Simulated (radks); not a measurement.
Results of a calculation; reference values are marked as such.
Spherical quantum dot in the effective-mass picture: electrons in a well V = -V0 / (1 + exp((r - R)/a)) with V0 = 1.68, R = 10.4, a = 1, all in effective atomic units (hartree* = m*/eps^2 hartree, bohr* = eps/m* bohr), one dielectric constant everywhere. Level of theory: non-relativistic Kohn-Sham, PBEsol, spin-polarised, spherical densities (a radial shooting solver with Libxc functionals). Levels are named by radial order and angular momentum (1s, 1p, 1d, 2s, ...), and open shells are averaged over m.

N = 11, configuration 1s2 1p6 1d(up 3, down 0). This is the lowest configuration that the search found (a dilute case). Occupied levels:

level    occupation  eigenvalue (hartree*)  <r> (bohr*)
1s up             1               -0.26331        6.807
1s down           1               -0.24839        6.715
1p up             3               -0.23786        7.033
1p down           3               -0.22197        6.974
1d up             3               -0.19291        7.277

Energy (hartree*): total -9.88129, kinetic 1.0412, external -17.230, Hartree 7.8817, exchange-correlation -1.5738.

Electron density:

r (bohr*)  n(r) (e/bohr*^3)
0.287             0.0001652
1.01              0.0002176
1.73              0.0003547
2.45              0.0006182
3.17               0.001068
3.90               0.001761
4.62               0.002712
5.34               0.003811
6.06               0.004748
6.78               0.005042
7.50               0.004343
8.23               0.002857
8.95               0.001330
9.67              0.0004277
10.4             0.00009920
11.1             0.00001730
11.8              2.385e-06
12.6              3.045e-07
13.3              3.717e-08
14.0              4.532e-09
